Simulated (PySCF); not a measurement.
**Computed properties of Si(I)(OH) (HIOSi), SMILES O[Si]I**

Si(I)(OH) (HIOSi), SMILES O[Si]I (connectivity only; charge and spin as stated), neutral, multiplicity 1. Coordinates come from a B3LYP-D3(BJ)/def2-TZVP optimisation. The def2 effective core potentials stand for the cores of I; spin–orbit coupling is left out. The values are those of a single conformer. All values are computed for the isolated molecule unless a solvent is named; none is compared with measurement here.

**Structure.** The optimised structure has Cs symmetry. All 6 harmonic modes at B3LYP-D3(BJ)/def2-TZVP (PySCF) are real, so it is a minimum. With heavy atoms numbered as in [Si:1]([I:2])[OH:3], the shortest bond between them is Si1–O3 at 1.652 Å and the longest Si1–I2 at 2.517 Å.

**Vibrations.** The strongest infrared lines (harmonic, unscaled, degenerate partners summed) lie at 778 cm⁻¹ (206 km/mol, H 76 %, O 19 %), 3807 cm⁻¹ (140 km/mol, H 94 %), 453 cm⁻¹ (106 km/mol, H 92 %). The softest mode is at 192 cm⁻¹ and the zero-point energy is 9.2 kcal/mol.

**Electronic structure.** PBE0/def2-TZVPD (PySCF) places the frontier levels at -7.07 and -2.38 eV, a gap of 4.69 eV, and gives a dipole moment of 2.81 D and a mean polarisability of 74.7 bohr³.

**Excitations.** TDA-CAM-B3LYP/def2-SVPD (PySCF) has S1 at 3.77 eV (329 nm, f = 0.025, weak); the most intense of the 10 singlets computed lies at 6.19 eV (f = 0.28). T1 (TDA) is at 2.40 eV, 1.37 eV under S1. No vertical singlet excitation falls in the visible range (under 3.1 eV).
